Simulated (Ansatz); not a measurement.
Consider the atomization: `FBOC[SiH3]` → B• + C• + F• + 6 H• + O• + Si•.

Gas-phase electronic energies from Ansatz, PBE0-D4/def2-TZVP geometries. CCSD(T)/CBS is the MP2 limit (def2-TZVPP, def2-QZVPP) plus CCSD(T) − MP2 in def2-TZVPP, frozen cores. This one scheme is used for every species, atoms too. Functionals use def2-TZVPP. Open shells (•) are unrestricted, without spin–orbit coupling. Spin–orbit coupling would lower the free atoms: a little for B, C, F, O, Si. One conformer a species, not always the lowest.

```
        level  ΔE (kJ/mol)
         PBE0       4096.7
MP2/CBS(def2)       4198.5
```

Q: What does CCSD(T)/CBS give? (Best estimate.)

A: The calculation gave: +4127.5 kJ/mol. The listed levels differ from it by -30.8, 71.0 kJ/mol.

Largest T1 diagnostic among the species: 0.014.

In def2-TZVPP, CCSD(T) changes the Hartree–Fock value by +912.5 kJ/mol (the triples alone add +51.2 kJ/mol) and MP2 by +983.4 kJ/mol; breaking electron pairs costs correlation energy, which Hartree–Fock lacks. The D4 term adds +31.0 kJ/mol with B3LYP and +16.3 kJ/mol with PBE0; it sums over pairs of atoms, weighted by their polarisabilities, and B3LYP, whose exchange is more repulsive, gets the larger term.

B3LYP here is the variant with VWN-RPA as its local correlation; programs differ in this.

For atomizations the MP2-based limit and the directly extrapolated one differ by several kJ/mol either way, and by 10 to 25 for some Ge, Se and Sn compounds, so smaller differences from it don't rank the levels.
